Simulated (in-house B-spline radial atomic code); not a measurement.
Settings and results of a run for the tellurium ion Te⁷⁺. Computed with an all-electron radial atomic-structure program (B-spline basis): scalar-relativistic (X2C) LDA exchange-only, spin-polarised, spherical fractional occupations, Fermi nucleus of rms radius 4.7423 fm.

Command:
```bash
python run_scf.py task.json out
```
Settings (nuclear radius in fm, mass in u):
```
Z                52
configuration    [Kr] 4d9
hamiltonian      x2c
method           lda,
spin_polarised   True
nucleus          fermi
rms_radius       4.7423
atomic_mass      129.90622
speed_of_light   137.035999084
```

Output (hartree, bohr):
```
 radial grid: 66 intervals, B-splines of order 8, outer radius 13.5065 bohr

 iter        energy (Eh)    residual
    1       -6747.335254    1.16e+00
    2       -6761.297847    6.98e-01
    3       -6769.549635    1.66e-01
    4       -6770.004669    3.95e-02
    5       -6770.020486    2.03e-02
    6       -6770.027227    4.44e-03
    7       -6770.027377    2.74e-04
    8       -6770.027378    4.68e-06
    9       -6770.027378    1.04e-07

 total energy                     -6770.02738
 kinetic                            7162.5282
 electron-nucleus                 -16299.3554
 Hartree                            2530.1618
 exchange-correlation               -163.3620

 orbital      occ     eigenvalue          <r>       <r^2>       <1/r>       r_max
 1s up      1.000     -1162.2508    0.0272393  0.00101529     58.2244     0.01724
 1s down    1.000     -1162.2505    0.0272392  0.00101529     58.2244     0.01724
 2s up      1.000      -181.3391      0.11944   0.0168846     13.2378      0.1014
 2s down    1.000      -181.3264     0.119438   0.0168841     13.2381      0.1014
 2p up      3.000      -163.3862     0.104502   0.0133466      12.245     0.08092
 2p down    3.000      -163.3761     0.104499   0.0133459     12.2453     0.08092
 3s up      1.000       -38.9369     0.322346    0.118913      4.6566      0.2932
 3s down    1.000       -38.9280     0.322312    0.118882     4.65688      0.2932
 3p up      3.000       -33.0841     0.320215    0.119048     4.34493      0.2864
 3p down    3.000       -33.0746     0.320171    0.119007     4.34524      0.2865
 3d up      5.000       -24.1484     0.296834    0.104387     4.08942      0.2375
 3d down    5.000       -24.1361     0.296794    0.104347     4.08962      0.2375
 4s up      1.000        -9.5076     0.758302    0.649452     1.86835       0.699
 4s down    1.000        -9.4663     0.758242    0.649436     1.86882      0.6987
 4p up      3.000        -7.6649     0.808967    0.744611     1.69701      0.7339
 4p down    3.000        -7.6236     0.809102    0.745004       1.697      0.7337
 4d up      5.000        -4.9359     0.923347    0.988197     1.43134      0.7984
 4d down    4.000        -4.8960       0.9245    0.991122     1.43005      0.7984
```

Run time, properties included: 0.24 s on 1 thread of Arm Neoverse V1, on a shared host.

One-electron X2C: radii and densities carry no picture-change correction, so inner-shell <1/r> comes out high (for 1s by about 2 % at Z = 33, 5 % at 54, 10 % at 75, 30 % at 118) and <r> low.
